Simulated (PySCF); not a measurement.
The dipole of `O=[S@@]1CCC[C@H](F)C1` from its density and from atomic charges.

Coordinates (GFN2-xTB, Å) and charges (e) from the PBE0/pcSseg-1 density (PySCF):

| atom | x | y | z | Mulliken | IAO | Hirshfeld | ESP-fitted |
| --- | --- | --- | --- | --- | --- | --- | --- |
| O1 | 0.421 | -3.013 | -0.157 | -0.6128 | -0.9057 | -0.3699 | -0.4452 |
| S2 | 0.153 | -1.776 | 0.572 | +0.6252 | +1.0837 | +0.3373 | +0.3140 |
| C3 | -1.220 | -0.936 | -0.348 | -0.3424 | -0.4121 | -0.0833 | -0.3029 |
| C4 | -1.393 | 0.485 | 0.156 | -0.2647 | -0.2676 | -0.0685 | -0.1206 |
| C5 | -0.183 | 1.356 | -0.173 | -0.2052 | -0.2756 | -0.0804 | -0.1585 |
| C6 | 1.078 | 0.819 | 0.494 | +0.1630 | +0.1795 | +0.0593 | +0.3061 |
| F7 | 2.127 | 1.684 | 0.225 | -0.3324 | -0.3303 | -0.1180 | -0.2804 |
| C8 | 1.441 | -0.567 | 0.005 | -0.3362 | -0.4302 | -0.0963 | -0.4989 |
| H9 | -2.112 | -1.534 | -0.164 | +0.1654 | +0.1626 | +0.0515 | +0.1752 |
| H10 | -0.981 | -0.979 | -1.409 | +0.1550 | +0.1505 | +0.0474 | +0.1618 |
| H11 | -2.283 | 0.927 | -0.297 | +0.1474 | +0.1552 | +0.0525 | +0.0883 |
| H12 | -1.546 | 0.464 | 1.237 | +0.1307 | +0.1378 | +0.0383 | +0.0694 |
| H13 | -0.354 | 2.378 | 0.169 | +0.1418 | +0.1522 | +0.0475 | +0.0794 |
| H14 | -0.023 | 1.387 | -1.253 | +0.1248 | +0.1403 | +0.0423 | +0.0969 |
| H15 | 0.970 | 0.821 | 1.587 | +0.1073 | +0.1341 | +0.0375 | +0.0633 |
| H16 | 2.392 | -0.890 | 0.429 | +0.1741 | +0.1701 | +0.0534 | +0.2324 |
| H17 | 1.505 | -0.614 | -1.082 | +0.1589 | +0.1556 | +0.0492 | +0.2198 |

What dipole does each set of charges give (1 e·Å = 4.803 D), and what does the density give?

The full density gives (-2.27, 2.81, 0.54) D, 3.65 D in size; dipole vectors point from the negative to the positive end.

```json
{"scheme": "Mulliken", "μx": "-3.30", "μy": "2.65", "μz": "1.84", "size (D)": "4.62", "share of the full size (%)": "126", "angle to the full dipole (°)": "19"}
{"scheme": "IAO", "μx": "-3.67", "μy": "3.61", "μz": "3.73", "size (D)": "6.35", "share of the full size (%)": "174", "angle to the full dipole (°)": "28"}
{"scheme": "Hirshfeld", "μx": "-1.60", "μy": "2.02", "μz": "1.09", "size (D)": "2.80", "share of the full size (%)": "77", "angle to the full dipole (°)": "14"}
{"scheme": "ESP-fitted", "μx": "-2.30", "μy": "2.76", "μz": "0.51", "size (D)": "3.63", "share of the full size (%)": "99", "angle to the full dipole (°)": "1"}
```

Which set comes closest?

Length of the difference vector: ESP-fitted 0.06 D, Hirshfeld 1.17 D, Mulliken 1.67 D, IAO 3.57 D. Closest: ESP-fitted. ESP charges are fitted to the potential around the molecule, whose slowest-falling term is the dipole's. 

What is left for the Hirshfeld atoms' own dipoles?

The shares of the density sum to the whole, so what Σ q r misses lies in dipoles about the nuclei. The atomic dipoles sum to (-2.27, 2.81, 0.54) − (-1.60, 2.02, 1.09) = (-0.67, 0.79, -0.55) D, 1.17 D in size.

With the origin at the mean of the coordinates, (0.000, 0.001, -0.001) Å, which are the largest single terms, by size, of the Mulliken dipole along the direction of the full one?

O1 +7.67, S2 -4.14, C8 +2.15, H16 -1.76, C4 -1.60 D; all 17 atoms together +4.36 D. The single terms depend on the origin, their sum doesn't.

Give the size of the full dipole in other units.

3.65 D = 1.438 au = 0.761 e·Å = 12.19 × 10⁻³⁰ C·m.

The structure is a single GFN2-xTB conformer in the gas phase; no vibrational or solvent corrections.
